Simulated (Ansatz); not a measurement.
## Nudged elastic band run: Cl3H5NO2Ta

Input file:

```yaml
crystal:
  periodic: [false, false, false]
  atoms:
    - { symbol: Ta, position_ang: [-0.063558, -0.090397, 0.281177] }
    - { symbol: O, position_ang: [1.776983, -0.730158, 0.129567] }
    - { symbol: H, position_ang: [2.184323, -1.123298, 0.925209] }
    - { symbol: Cl, position_ang: [0.297075, -0.377408, 2.65774] }
    - { symbol: O, position_ang: [0.164404, 0.444337, -1.539188] }
    - { symbol: H, position_ang: [0.913969, 0.296125, -2.143477] }
    - { symbol: Cl, position_ang: [-1.951302, 1.31855, 0.648157] }
    - { symbol: Cl, position_ang: [-1.238102, -2.073561, -0.031378] }
    - { symbol: "N", position_ang: [1.005953, 1.973118, 0.75494] }
    - { symbol: H, position_ang: [1.123953, 2.061568, 1.774873] }
    - { symbol: H, position_ang: [0.439792, 2.772225, 0.437976] }
    - { symbol: H, position_ang: [1.938811, 2.038501, 0.324904] }
basis:
  gaussian: { orbitals: def2-SVP }
hamiltonian:
  xc: pbe
neb:
  order_check: false
  images: 9
  f_tol: 0.05
  max_iterations: 53
  final_atoms:
    - { symbol: Ta, position_ang: [-0.20326286, 0.42196002, 0.42147556] }
    - { symbol: O, position_ang: [2.03766837, -0.35290404, 0.22360823] }
    - { symbol: H, position_ang: [1.8254819, -1.31765407, 0.15513736] }
    - { symbol: Cl, position_ang: [0.38449149, 0.09544613, 2.7287074] }
    - { symbol: O, position_ang: [0.04670112, 0.69355886, -1.43321858] }
    - { symbol: H, position_ang: [0.74359159, 0.64754087, -2.10952899] }
    - { symbol: Cl, position_ang: [-2.47208446, 0.83385039, 0.61873894] }
    - { symbol: Cl, position_ang: [-0.37174529, -2.01164829, 0.16593192] }
    - { symbol: "N", position_ang: [0.57035112, 2.23785737, 0.7201203] }
    - { symbol: H, position_ang: [0.82282576, 2.63380101, 1.6320936] }
    - { symbol: H, position_ang: [0.81897665, 2.88329155, -0.03813176] }
    - { symbol: H, position_ang: [2.38930562, -0.25549782, 1.13556602] }
  initial_path:
    images:
      - { positions_ang: [[-0.063558, -0.090397, 0.281177], [1.776983, -0.730158, 0.129567], [2.184323, -1.123298, 0.925209], [0.297075, -0.377408, 2.65774], [0.164404, 0.444337, -1.539188], [0.913969, 0.296125, -2.143477], [-1.951302, 1.31855, 0.648157], [-1.238102, -2.073561, -0.031378], [1.005953, 1.973118, 0.75494], [1.123953, 2.061568, 1.774873], [0.439792, 2.772225, 0.437976], [1.938811, 2.038501, 0.324904]] }
      - { positions_ang: [[-0.04412809, -0.0758577, 0.22046067], [1.90168011, -0.56584108, 0.10991442], [2.29637476, -0.98638292, 0.90397003], [0.23362115, -0.31517815, 2.61549844], [0.14703887, 0.35987182, -1.63965743], [0.62806502, 0.09496443, -2.19600006], [-1.82087805, 1.46719023, 0.51641737], [-1.21055756, -2.10102556, -0.04315101], [0.94277974, 1.96094934, 0.87485709], [1.10282459, 2.0022277, 1.89021919], [0.48079316, 2.79604424, 0.54052334], [1.93468729, 1.87263967, 0.42744795]] }
      - { positions_ang: [[-0.02469817, -0.06131841, 0.15974435], [2.02637722, -0.40152417, 0.09026184], [2.40842652, -0.84946783, 0.88273105], [0.17016729, -0.25294831, 2.57325689], [0.12967375, 0.27540663, -1.74012687], [0.34216104, -0.10619614, -2.24852311], [-1.69045411, 1.61583045, 0.38467774], [-1.18301312, -2.12849012, -0.05492402], [0.87960648, 1.94878068, 0.99477417], [1.08169618, 1.9428874, 2.00556538], [0.52179432, 2.81986348, 0.64307068], [1.93056359, 1.70677833, 0.52999189]] }
      - { positions_ang: [[-0.00526826, -0.04677911, 0.09902802], [2.15107433, -0.23720725, 0.07060927], [2.52047828, -0.71255275, 0.86149208], [0.10671344, -0.19071846, 2.53101533], [0.11230862, 0.19094145, -1.8405963], [0.05625707, -0.30735671, -2.30104617], [-1.56003016, 1.76447068, 0.25293811], [-1.15546868, -2.15595468, -0.06669702], [0.81643322, 1.93661202, 1.11469126], [1.06056776, 1.88354709, 2.12091158], [0.56279548, 2.84368272, 0.74561802], [1.92643988, 1.540917, 0.63253584]] }
      - { positions_ang: [[0.01416166, -0.03223982, 0.0383117], [2.27577144, -0.07289033, 0.05095669], [2.63253004, -0.57563766, 0.84025311], [0.04325958, -0.12848862, 2.48877378], [0.0949435, 0.10647627, -1.94106574], [-0.22964691, -0.50851728, -2.35356923], [-1.42960621, 1.9131109, 0.12119848], [-1.12792424, -2.18341924, -0.07847003], [0.75325996, 1.92444336, 1.23460834], [1.03943935, 1.82420679, 2.23625777], [0.60379665, 2.86750196, 0.84816536], [1.92231617, 1.37505567, 0.73507978]] }
      - { positions_ang: [[0.03359157, -0.01770052, -0.02240463], [2.40046855, 0.09142658, 0.03130411], [2.7445818, -0.43872258, 0.81901413], [-0.02019427, -0.06625877, 2.44653222], [0.07757837, 0.02201108, -2.04153517], [-0.51555089, -0.70967785, -2.40609229], [-1.29918226, 2.06175113, -0.01054116], [-1.1003798, -2.2108838, -0.09024304], [0.6900867, 1.9122747, 1.35452543], [1.01831094, 1.76486649, 2.35160396], [0.64479781, 2.8913212, 0.9507127], [1.91819247, 1.20919433, 0.83762373]] }
      - { positions_ang: [[-0.01377931, 0.07023159, 0.06637141], [2.32790852, 0.00256046, 0.06976494], [2.56076182, -0.61450887, 0.68623878], [0.06074288, -0.03391779, 2.50296726], [0.07140292, 0.15632064, -1.91987186], [-0.26372239, -0.4382341, -2.34677963], [-1.5337627, 1.81617098, 0.11531486], [-0.9546529, -2.1710367, -0.03900805], [0.66613958, 1.97739123, 1.2276444], [0.97921391, 1.9386534, 2.20770189], [0.67963358, 2.88971527, 0.75294381], [2.0124151, 0.9162559, 0.89721219]] }
      - { positions_ang: [[-0.0611502, 0.15816369, 0.15514745], [2.25534848, -0.08630566, 0.10822576], [2.37694184, -0.79029517, 0.55346342], [0.14168004, -0.00157681, 2.55940229], [0.06522747, 0.2906302, -1.79820854], [-0.0118939, -0.16679036, -2.28746697], [-1.76834314, 1.57059083, 0.24117088], [-0.808926, -2.13118959, 0.01222694], [0.64219247, 2.04250777, 1.10076338], [0.94011687, 2.1124403, 2.06379981], [0.71446935, 2.88810934, 0.55517492], [2.10663773, 0.62331747, 0.95680065]] }
      - { positions_ang: [[-0.10852109, 0.2460958, 0.24392348], [2.18278844, -0.17517179, 0.14668658], [2.19312186, -0.96608147, 0.42068807], [0.22261719, 0.03076417, 2.61583733], [0.05905202, 0.42493975, -1.67654522], [0.2399346, 0.10465339, -2.22815431], [-2.00292358, 1.32501069, 0.3670269], [-0.66319909, -2.09134249, 0.06346194], [0.61824535, 2.1076243, 0.97388235], [0.90101984, 2.2862272, 1.91989774], [0.74930511, 2.88650341, 0.35740603], [2.20086036, 0.33037904, 1.0163891]] }
      - { positions_ang: [[-0.15589198, 0.33402791, 0.33269952], [2.1102284, -0.26403791, 0.18514741], [2.00930188, -1.14186777, 0.28791271], [0.30355434, 0.06310515, 2.67227236], [0.05287657, 0.55924931, -1.5548819], [0.49176309, 0.37609713, -2.16884165], [-2.23750402, 1.07943054, 0.49288292], [-0.51747219, -2.05149539, 0.11469693], [0.59429823, 2.17274083, 0.84700133], [0.8619228, 2.46001411, 1.77599567], [0.78414088, 2.88489748, 0.15963714], [2.29508299, 0.03744061, 1.07597756]] }
      - { positions_ang: [[-0.20326286, 0.42196002, 0.42147556], [2.03766837, -0.35290404, 0.22360823], [1.8254819, -1.31765407, 0.15513736], [0.38449149, 0.09544613, 2.7287074], [0.04670112, 0.69355886, -1.43321858], [0.74359159, 0.64754087, -2.10952899], [-2.47208446, 0.83385039, 0.61873894], [-0.37174529, -2.01164829, 0.16593192], [0.57035112, 2.23785737, 0.7201203], [0.82282576, 2.63380101, 1.6320936], [0.81897665, 2.88329155, -0.03813176], [2.38930562, -0.25549782, 1.13556602]] }
```

Launched with:

```bash
$ ansatz run input.yaml --threads 4 --pin off --max-ram 5120MiB --backend cpu --events-out ev --progress --plain --runs-dir out
```

Output, in part (warnings, iteration lines, the closing report on the highest movable image, with atoms numbered from 0):

```
NEB end point (image 0): max|allowed force component| = 1.769e-2 eV/Å (the criterion of neb.relax_end_points is 1.000e-2)
NEB end point (image 10): max|allowed force component| = 1.364e-2 eV/Å (the criterion of neb.relax_end_points is 1.000e-2)
NEB iter   1: max|band force component| = 4.379e1 eV/Å  barrier→ = 8.9098 eV  barrier← = 8.1787 eV  Δτ_max = 0.2000 Å  (456 SCF iters)
NEB iter   2: max|band force component| = 3.664e0 eV/Å  barrier→ = 2.8784 eV  barrier← = 2.1473 eV  Δτ_max = 0.2000 Å  (366 SCF iters)
NEB iter   3: max|band force component| = 2.423e0 eV/Å  barrier→ = 2.0562 eV  barrier← = 1.3251 eV  Δτ_max = 0.1015 Å  (341 SCF iters)
NEB iter   4: max|band force component| = 1.267e0 eV/Å  barrier→ = 1.4866 eV  barrier← = 0.7555 eV  Δτ_max = 0.1995 Å  (335 SCF iters)
NEB iter   5: max|band force component| = 2.394e0 eV/Å  barrier→ = 1.4744 eV  barrier← = 0.7434 eV  Δτ_max = 0.1009 Å  (327 SCF iters)
NEB iter   6: max|band force component| = 1.184e0 eV/Å  barrier→ = 1.2457 eV  barrier← = 0.5146 eV  Δτ_max = 0.1023 Å  (311 SCF iters)
NEB iter   7: max|band force component| = 1.250e0 eV/Å  barrier→ = 1.1215 eV  barrier← = 0.3905 eV  Δτ_max = 0.0505 Å  (306 SCF iters)
NEB iter   8: max|band force component| = 1.056e0 eV/Å  barrier→ = 1.0137 eV  barrier← = 0.2826 eV  Δτ_max = 0.0504 Å  (292 SCF iters)
NEB iter   9: max|band force component| = 8.697e-1 eV/Å  barrier→ = 1.0008 eV  barrier← = 0.2697 eV  Δτ_max = 0.1010 Å  (292 SCF iters)
NEB iter  10: max|band force component| = 8.555e-1 eV/Å  barrier→ = 0.9925 eV  barrier← = 0.2614 eV  Δτ_max = 0.1010 Å  (311 SCF iters)
NEB iter  11: max|band force component| = 9.206e-1 eV/Å  barrier→ = 0.9835 eV  barrier← = 0.2524 eV  Δτ_max = 0.2000 Å  (303 SCF iters)
NEB iter  12: max|band force component| = 1.078e0 eV/Å  barrier→ = 0.9761 eV  barrier← = 0.2450 eV  Δτ_max = 0.2000 Å  (322 SCF iters)
NEB iter  13: max|band force component| = 8.920e-1 eV/Å  barrier→ = 0.9124 eV  barrier← = 0.1813 eV  Δτ_max = 0.2000 Å  (319 SCF iters)
NEB iter  14: max|band force component| = 6.723e-1 eV/Å  barrier→ = 1.0465 eV  barrier← = 0.3154 eV  Δτ_max = 0.2000 Å  (309 SCF iters)
NEB iter  15: max|band force component| = 5.592e-1 eV/Å  barrier→ = 1.0683 eV  barrier← = 0.3372 eV  Δτ_max = 0.2000 Å  (318 SCF iters)
NEB iter  16: max|band force component| = 6.230e-1 eV/Å  barrier→ = 1.1235 eV  barrier← = 0.3924 eV  Δτ_max = 0.1004 Å  (311 SCF iters)
NEB iter  17: max|band force component| = 6.309e-1 eV/Å  barrier→ = 1.1073 eV  barrier← = 0.3762 eV  CI = image 6  Δτ_max = 0.0997 Å  (288 SCF iters)
NEB iter  18: max|band force component| = 2.244e-1 eV/Å  barrier→ = 1.0753 eV  barrier← = 0.3442 eV  CI = image 6  Δτ_max = 0.1726 Å  (291 SCF iters)
NEB iter  19: max|band force component| = 1.280e-1 eV/Å  barrier→ = 1.0705 eV  barrier← = 0.3395 eV  CI = image 6  Δτ_max = 0.1419 Å  (294 SCF iters)
NEB iter  20: max|band force component| = 9.791e-2 eV/Å  barrier→ = 1.0669 eV  barrier← = 0.3358 eV  CI = image 6  Δτ_max = 0.0877 Å  (296 SCF iters)
NEB iter  21: max|band force component| = 1.053e-1 eV/Å  barrier→ = 1.0659 eV  barrier← = 0.3348 eV  CI = image 6  Δτ_max = 0.0438 Å  (296 SCF iters)
NEB iter  22: max|band force component| = 4.841e-2 eV/Å  barrier→ = 1.0651 eV  barrier← = 0.3341 eV  CI = image 6  Δτ_max = 0.0000 Å  (612 SCF iters)
Total energy: -44756.55322010 eV, -1644.7729937572 hartree
Atom 0 at    -0.281586     0.198951     0.359010 Å, force    -0.030415     0.009131    -0.021976 eV/Å
Atom 1 at     1.901320    -0.290620     0.193371 Å, force     0.021947     0.010812    -0.009046 eV/Å
Atom 2 at     2.244633    -0.912120     0.863967 Å, force    -0.005335     0.008108     0.009254 eV/Å
Atom 3 at     0.040174    -0.211265     2.690673 Å, force    -0.005409    -0.013758    -0.001129 eV/Å
Atom 4 at    -0.009475     0.623310    -1.474478 Å, force     0.020401    -0.014240     0.034535 eV/Å
Atom 5 at     0.704045     0.406906    -2.102251 Å, force    -0.008943     0.010500    -0.010442 eV/Å
Atom 6 at    -2.353934     1.213002     0.546147 Å, force     0.000317    -0.006589     0.003930 eV/Å
Atom 7 at    -0.667026    -2.085592    -0.025936 Å, force     0.001826     0.008808     0.009207 eV/Å
Atom 8 at     1.032375     1.866750     0.779117 Å, force     0.008955    -0.021368     0.000244 eV/Å
Atom 9 at     1.032537     2.240503     1.735448 Å, force    -0.005859     0.027109    -0.009612 eV/Å
Atom 10 at     1.041119     2.639535     0.101563 Å, force     0.000577     0.020139     0.007555 eV/Å
Atom 11 at     1.908119     0.820243     0.553868 Å, force     0.001937    -0.038653    -0.012520 eV/Å
Dipole moment:     0.653232     0.462723    -0.259280 e Å
```

The forces met the threshold. A vibrational analysis at the climbing image gives one clearly imaginary mode, 834i cm⁻¹: a first-order saddle point. The orbitals stay closed-shell, which can raise the energy where a bond breaks towards radicals; this wasn't checked here.

Final band (atoms are numbered from 1 in the order of the input):

```csv
image,path coordinate (Å),energy (kJ/mol),N9–H12 (Å),O2–H12 (Å)
0,0.00,0.0,1.03,2.78
1,0.38,0.2,1.03,2.70
2,0.76,1.7,1.03,2.53
3,1.14,8.7,1.03,2.25
4,1.53,24.5,1.04,1.93
5,1.91,62.6,1.10,1.55
6,2.29,102.8,1.38,1.17
7,2.87,83.3,2.03,0.99
8,3.44,78.7,2.49,0.98
9,4.02,73.7,2.83,0.98
10,4.59,70.5,3.11,0.98
```

Run time: 11 min on 4 threads of Intel(R) Xeon(R) Platinum 8175M CPU @ 2.50GHz (Skylake/Cascade Lake) (shared host), peak memory 0.3 GiB.
